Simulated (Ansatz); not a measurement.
Reaction (ligand exchange at a B–Cl bond): `ClB(Cl)Cl` + NH₃ → `NB(Cl)Cl` + HCl

Isolated molecules relaxed with PBE0-D4/def2-TZVP in Ansatz; ΔE leaves out vibrations. CBS: MP2 limit from def2 TZ/QZ plus the TZ coupled-cluster correction, frozen cores. This one scheme is used for every species. Functionals use def2-TZVPP. B3LYP here is the variant with VWN-RPA as its local correlation; programs differ in this. One conformer a species, not always the lowest.

Task: Is it downhill or uphill in electronic energy at CCSD(T)/CBS, and by how much? (Best estimate.)

Result: The calculation gave: Downhill: ΔE = -0.51 eV.

Task: What do these levels give: r2SCAN-D4, PBE, B3LYP, CAM-B3LYP, MP2/def2-TZVPP, SCS-MP2/def2-QZVPP? (An estimate is asked.)

Result: Ansatz gave: r2SCAN-D4 -0.49, PBE -0.46, B3LYP -0.54, CAM-B3LYP -0.59, MP2/def2-TZVPP -0.48, SCS-MP2/def2-QZVPP -0.50 eV.

Task: What do rigid-rotor, harmonic-oscillator terms from PBE0-D4/def2-TZVP frequencies (298.15 K, 1 bar) make of the CCSD(T)/CBS value? (Estimate.)

Result: Computed: ΔZPE = -0.03 eV, ΔH = -0.55 eV, ΔS = -1 J/(mol·K), ΔG = -0.55 eV.

Largest T1 diagnostic among the species: 0.011.

From BLYP to BHLYP (50 % exact exchange), in def2-TZVPP and without D4, ΔE moves by −0.10 eV. In def2-TZVPP, CCSD(T) changes the Hartree–Fock value by +0.10 eV (the triples alone add +0.03 eV) and MP2 by +0.14 eV. Leaving LDA and LC-ωPBE aside and taking each functional with its dispersion term where it has one, the values, not all of them listed here, spread over 0.15 eV, from CAM-B3LYP-D4 to revPBE-D4. LDA lies −0.10 eV from PBE without D4.
